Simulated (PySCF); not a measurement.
Si(H)2(Br)(Me) (CH5BrSi), SMILES C[SiH2]Br. Coordinates come from a PBE0-D3(BJ)/def2-SVP optimisation.

The numbers are results of PBE0-D3(BJ)/def2-SVP run with PySCF 2.14.0, not measurements.

Harmonic wavenumbers (cm⁻¹): 172, 175, 418, 484, 657, 691, 746, 883, 902, 951, 1264, 1422, 1428, 2245, 2250, 3060, 3167, 3179. Rotational constants (GHz): 15.00, 2.477, 2.211; symmetry number 1.

Problem. Work out the zero-point energy and the ideal-gas rigid-rotor harmonic-oscillator thermochemistry at 298.15 K and 1 atm.

Solution. ZPE = ½ Σ hcν = ½ × 24093 cm⁻¹ = 34.44 kcal/mol. H − E(el) = 38.23 kcal/mol. Entropy in cal/(mol K): translation 40.38, rotation 25.77, vibration 7.79, total 73.95. G − E(el) = 16.18 kcal/mol. Cp = 18.75 cal/(mol K).
